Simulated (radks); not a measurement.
Question: The table gives one normalised radial function P(r) = r R(r) of Cl10+ in 1s1 2s2 2p4 (r in bohr). All-electron calculation, scalar-relativistic Kohn-Sham, LDA (Slater exchange, Perdew-Wang correlation), spin-polarised, spherical densities, finite nucleus; open shells are filled with parallel spins first; Fermi nuclear charge, rms radius 3.3654 fm. Program: a radial shooting solver on a logarithmic mesh with Libxc functionals.

r,P
0.003256,0.4381
0.003585,0.4792
0.003977,0.5278
0.004378,0.5766
0.004819,0.6295
0.005305,0.6867
0.005839,0.7485
0.006479,0.8209
0.007132,0.8930
0.007851,0.9703
0.008642,1.0530
0.009513,1.1412
0.01047,1.2350
0.01162,1.3428
0.01279,1.4479
0.01408,1.5581
0.0155,1.6730
0.01706,1.7921
0.01893,1.9248
0.02083,2.0497
0.02293,2.1756
0.02525,2.3010
0.02779,2.4240
0.03083,2.5522
0.03394,2.6632
0.03736,2.7644
0.04113,2.8528
0.04527,2.9253
0.05023,2.9821
0.05529,3.0111
0.06086,3.0144
0.067,2.9896
0.07375,2.9345
0.08118,2.8480
0.09007,2.7185
0.09915,2.5672
0.1091,2.3880
0.1201,2.1846
0.1322,1.9626
0.1467,1.7084
0.1615,1.4689
0.1778,1.2328
0.1957,1.0075
0.2154,0.7998
0.239,0.6006
0.2631,0.4445
0.2896,0.3164
0.3188,0.2159
0.3509,0.1406
0.3894,0.0834
0.4286,0.0486
0.4718,0.0266
0.5194,0.0136
0.5717,0.0064
0.6293,0.0028
0.6983,0.0010
0.7686,0.0004
0.8461,0.0001
0.9314,0.0000
1.025,0.0000
1.138,0.0000
1.252,0.0000
1.378,0.0000

Which n and l does it have? It may be an empty orbital.

Answer: n = 1, l = 0: the number of nodes gives n - l - 1 = 0, the rise at small r (about r^(l+1)) gives l, and the extent must fit the shell. The curve is that of 1s up; the table hardly tells the two spins apart. 1s up: eigenvalue -3280.0 eV, 0 radial nodes, <r> = 0.0891 bohr, 90 % of the charge inside 0.159 bohr.
